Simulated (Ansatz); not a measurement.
Molecule: Be2H2, charge 0, multiplicity 1. 
Geometry from a B3LYP-D3(BJ)/def2-TZVP (Ansatz, a program for electronic structure) optimisation:
SMILES: [BeH][BeH]
```xyz
4

H      0.0000     0.0000    -2.3848
Be     0.0000     0.0000    -1.0462
Be     0.0000     0.0000     1.0462
H      0.0000     0.0000     2.3848
```
Charge 0, spin multiplicity 1.

Quantity: vertical ionisation energy (to the doublet state of charge +1; each state is the SCF solution reached for its spin), in eV. Cores are frozen in the correlated levels unless marked. Open shells are spin-unrestricted. No spin-orbit coupling. Non-relativistic. CBS marks a two-point X^-3 extrapolation of the correlation energy; Hartree-Fock from the larger set.

```tsv
level	program	vertical ionisation energy (eV)
SVWN5/def2-TZVPD	Ansatz	9.43
PBE/def2-TZVPD	Ansatz	9.39
r2SCAN/def2-TZVPD	Ansatz	9.34
B3LYP/def2-TZVPD	Ansatz	9.59
PBE0/def2-TZVPD	Ansatz	9.52
BHLYP/def2-TZVPD	Ansatz	9.57
CAM-B3LYP/def2-TZVPD	Ansatz	9.67
```

Predict the CCSD(T)/CBS(def2-TZVPPD,def2-QZVPPD) result (Ansatz).

9.74 eV, so CAM-B3LYP/def2-TZVPD differs from it by -0.07 eV.
